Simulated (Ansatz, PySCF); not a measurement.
Gas-phase reaction in SMILES: F[SiH2][SiH2]F -> 2 F[SiH2] (the Si-Si bond at the site shown breaks; other sites are not compared here)
Each molecule is optimised on its own at B3LYP-D3(BJ)/def2-TZVP (Ansatz, an electronic-structure program), one conformer each, not searched for the lowest.

Property: bond dissociation energy (enthalpy at 298 K, with B3LYP-D3(BJ) rigid-rotor harmonic-oscillator terms from PySCF), in kJ/mol. Valence correlation only, unless marked. Open shells are spin-unrestricted. Spin-orbit coupling is left out. No relativistic terms. CBS(X,Y): correlation extrapolated as X^-3; Hartree-Fock from the larger set.

```csv
level,program,bond dissociation energy (kJ/mol)
BLYP-D3(BJ)/def2-TZVPD,Ansatz + dftd3,295.6
LC-wPBE/def2-TZVPD,Ansatz,303.2
B2PLYP/def2-TZVPD,Ansatz,[?]
CCSD/6-31G,Ansatz,[?]
CCSD/aug-cc-pV(T+d)Z,Ansatz,[?]
"CCSD(T)/CBS(aug-cc-pV(T+d)Z,aug-cc-pV(Q+d)Z)",Ansatz,325.2
```

Task: Fill in the missing entries.

Result: 
- B2PLYP/def2-TZVPD, bond dissociation energy (kJ/mol): 303.7
- CCSD/6-31G, bond dissociation energy (kJ/mol): 257.1
- CCSD/aug-cc-pV(T+d)Z, bond dissociation energy (kJ/mol): 312.6
